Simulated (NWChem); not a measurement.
SiHOBr, singlet; SMILES [Si](O)Br

```xyz
4

Si     0.6796     1.1598     0.0000
Br    -0.0668    -0.9944     0.0000
O     -0.8082     1.9550     0.0000
H     -0.7090     2.9278     0.0000
```
Atoms are numbered in this order, from 1.

All runs: NWChem. Low-valent species are run as closed-shell singlets; no triplet was tried in these runs. Structure relaxed at the PBE-D3(BJ)/def2-SVP level. Ions are spin-unrestricted doublets at the neutral geometry; other ion states weren't tried.

Q: Order these by “ΔSCF minus −ε(HOMO) (eV)”, lowest first: PBE/def2-SVPD; B3LYP/def2-SVPD; CAM-B3LYP/def2-SVPD.

A: CAM-B3LYP/def2-SVPD (1.04), B3LYP/def2-SVPD (2.39), PBE/def2-SVPD (3.07)
